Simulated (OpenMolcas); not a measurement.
Cl2+: from CASSCF to CASPT2

```json
{
  "Program": "OpenMolcas",
  "Basis": "ANO-R2 [5s4p3d1f]",
  "Scalar Hamiltonian": "X2C, finite nucleus",
  "Active space": "5 electrons in 4 orbitals (3s 3p)",
  "State averaging": "2S+1 = 4 odd, 1 root; 2S+1 = 2 odd, 11 roots; 2S+1 = 4 even, 3 roots; 2S+1 = 2 even, 9 roots",
  "Spin-orbit coupling": "state interaction with AMFI integrals over the reference wave functions, term energies averaged over their components"
}
```

Methods on the same reference wave functions:
A. CASSCF
B. SS-CASPT2, IPEA 0.25 Eh, imaginary shift 0.1 Eh (closed shells correlated: 2s 2p)
C. MS-CASPT2, IPEA 0.25 Eh, imaginary shift 0.1 Eh (closed shells correlated: 2s 2p)

Energies in cm⁻¹ above 3s² 3p³ ⁴S°_3/2, the measured ground level; measured values from Moore, Atomic Energy Levels, vol. I, NSRDS-NBS 35 (1971 reprint of NBS Circular 467, 1949).

```json
{"Level": "3s² 3p³ ⁴S°_3/2", "A": "0.0", "B": "0.0", "C": "0.0", "Measured": "0.0"}
{"Level": "3s² 3p³ ²D°_3/2", "A": "22694", "B": "19000", "C": "19000", "Measured": "18053"}
{"Level": "3s² 3p³ ²D°_5/2", "A": "22769", "B": "19060", "C": "19060", "Measured": "18120"}
{"Level": "3s² 3p³ ²P°_1/2", "A": "31395", "B": "30810", "C": "30780", "Measured": "29812"}
{"Level": "3s² 3p³ ²P°_3/2", "A": "31460", "B": "30850", "C": "30830", "Measured": "29907"}
{"Level": "3s 3p⁴ ⁴P_5/2", "A": "106274", "B": "102220", "C": "102220", "Measured": "98520"}
{"Level": "3s 3p⁴ ⁴P_3/2", "A": "106886", "B": "102830", "C": "102830", "Measured": "99130"}
{"Level": "3s 3p⁴ ⁴P_1/2", "A": "107242", "B": "103190", "C": "103190", "Measured": "99475"}
{"Level": "3s 3p⁴ ²D_3/2", "A": "150644", "B": "133490", "C": "133490", "Measured": ""}
{"Level": "3s 3p⁴ ²D_5/2", "A": "150654", "B": "133500", "C": "133500", "Measured": ""}
{"Level": "3s 3p⁴ ²S_1/2", "A": "173067", "B": "162450", "C": "162450", "Measured": ""}
{"Level": "3s 3p⁴ ²P_3/2", "A": "192763", "B": "173980", "C": "173980", "Measured": ""}
{"Level": "3s 3p⁴ ²P_1/2", "A": "193501", "B": "174730", "C": "174730", "Measured": ""}
{"Level": "3p⁵ ²P°_3/2", "A": "294358", "B": "262250", "C": "262280", "Measured": ""}
{"Level": "3p⁵ ²P°_1/2", "A": "295426", "B": "263320", "C": "263350", "Measured": ""}
```

Deviations, from unrounded energies. A percentage is the sum of absolute deviations over the sum of measured energies, with the sign that they share, or ± where signs differ.

```csv
Against measurement,Levels,A,B,C
mean absolute deviation (cm-1),7,5100,2100,2100
other terms of the ground configuration (%),4,+13.0,+4.0,+3.9
other configurations (%),3,+7.8,+3.7,+3.7
```

B, C lie about equally close to measurement and A furthest from it. The largest miss of C in the table is 3s 3p⁴ ⁴P_1/2, by +3700 cm-1. The ranking rests on the paired levels alone, and a cruder setting can come out closer through cancelling errors.

Between B and C the level of the table that moves most is 3p⁵ ²P°_1/2, by 27 cm-1 (lowest in B, highest in C). Moves below CASPT2's spread within the term are not significant.

The two smallest mean deviations differ by little beside CASPT2's spread within terms, so their order carries little weight.

From A to B the spin-free energies of the other terms of 3s² 3p³ shown, above ⁴S°, scale by factors of 0.84 to 0.98.

The lowest spin-free term lies below A's lowest term by 0.293 hartree in B, 0.293 hartree in C.

CASPT2 breaks the degeneracy within a term, and the mean is taken; among the terms shown or strongly mixed into the levels shown the widest spread is 1400 cm-1 (3s 3p⁴ ²D, C). Over all roots computed the reference weight is 0.87 to 0.96 in B, 0.87 to 0.96 in C; the roots of lowest weight are the least certain, and an intruder state may touch them. Terms of s pⁿ other than that of highest spin mix with s² pⁿ⁻² d, which this space lacks; all of them can be thousands of cm-1 off, and some have no real level of that name. Measured partners are found by configuration, term and J. A level has none where our copy of the source lacks it or the pairing is in doubt (some pairs that miss far off the trend of their configuration count as doubtful), and it then counts in no deviation. Only configurations of the active space appear.

° marks odd parity.
